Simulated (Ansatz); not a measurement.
Calculated with Ansatz (gas phase, PBE0-D4/def2-TZVP geometries, no zero-point term in ΔE). CCSD(T)/CBS is the MP2 limit (def2-TZVPP, def2-QZVPP) plus CCSD(T) − MP2 in def2-TZVPP, frozen cores. This one scheme is used for every species. Functionals use def2-TZVPP. B3LYP here is the variant with VWN-RPA as its local correlation; programs differ in this. For Ge outer-core shells are correlated without core-valence functions, which leaves a few kJ/mol of doubt a bond. Scalar relativity is left out up to krypton. Each species was taken in one conformer, which may not be the lowest.

Reaction (substitution at a C–S bond): `S[CH2][GeH2][Cl]` + H–F → `F[CH2][GeH2][Cl]` + H₂S

Is it downhill or uphill in electronic energy at CCSD(T)/CBS, and by how much? (Estimate.)

The calculation gave: Uphill: ΔE = +0.71 eV.

What do these levels give: PBE-D4, r2SCAN-D4, ωB97X-V, ωB97M-V, PBE0, B3LYP, HF/def2-TZVPP, MP2/def2-TZVPP, HF/def2-QZVPP, SCS-MP2/def2-QZVPP, HF/CBS(def2), MP2/CBS(def2)? (Estimate.)

The calculation gave: PBE-D4 0.58, r2SCAN-D4 0.54, ωB97X-V 0.52, ωB97M-V 0.56, PBE0 0.56, B3LYP 0.41, HF/def2-TZVPP 0.36, MP2/def2-TZVPP 0.78, HF/def2-QZVPP 0.36, SCS-MP2/def2-QZVPP 0.70, HF/CBS(def2) 0.36, MP2/CBS(def2) 0.86 eV.

Largest T1 diagnostic among the species: 0.010.

In def2-TZVPP, CCSD(T) changes the Hartree–Fock value by +0.27 eV (the triples alone add +0.04 eV) and MP2 by +0.42 eV. The D4 term adds +0.11 eV with B3LYP and +0.06 eV with PBE0; it sums over pairs of atoms, weighted by their polarisabilities, and B3LYP, whose exchange is more repulsive, gets the larger term.
